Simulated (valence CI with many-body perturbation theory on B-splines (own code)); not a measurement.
**Which ion has this spectrum?**

A relativistic CI+MBPT calculation for an atom or ion with 49 electrons gives these levels (cm⁻¹):

```
   J  Parity       E     g
 9/2     odd     0.0  0.78
11/2     odd   41718  0.97
 3/2     odd   43843  0.71
 5/2     odd   67188  0.81
 9/2     odd   68860  1.01
13/2     odd   70925  1.07
 5/2     odd   82785  0.89
 3/2     odd   83546  1.44
 7/2     odd   84707  1.03
15/2     odd   92581  1.12
 7/2     odd  100271  1.05
13/2     odd  114005  0.98
11/2     odd  114772  1.10
 9/2     odd  116202  1.17
```

The energies are calculated, and their last digits are not significant.

Question: Which is it?
A. Au30+
B. Hg31+
C. Bi34+
D. Tl32+

Answer: D. Tl32+, ground level (4f5/2^3) J=9/2.
